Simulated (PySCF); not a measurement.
H3O4V, SMILES [O]=[V]([OH])([OH])[OH], multiplicity 1.

Coordinates come from a ωB97X-D3(BJ)/def2-SVP optimisation. The spin state was assumed, not searched. Other conformers were not sampled.

Level of theory: PBE/def2-TZVP in PySCF.

Symmetry labels are those of the subgroup Cs that the program uses (full group C3v).

Computed valence orbital energies around the gap with their symmetry:
```csv
orbital,symmetry,energy (eV)
HOMO−7,A',-9.47
HOMO−6,A",-9.47
HOMO−5,A",-8.78
HOMO−4,A',-8.78
HOMO−3,A',-8.35
HOMO−2,A",-8.02
HOMO−1,A',-8.02
HOMO,A",-7.45
LUMO,A",-3.00
LUMO+1,A',-3.00
LUMO+2,A",-1.87
LUMO+3,A',-1.87
```
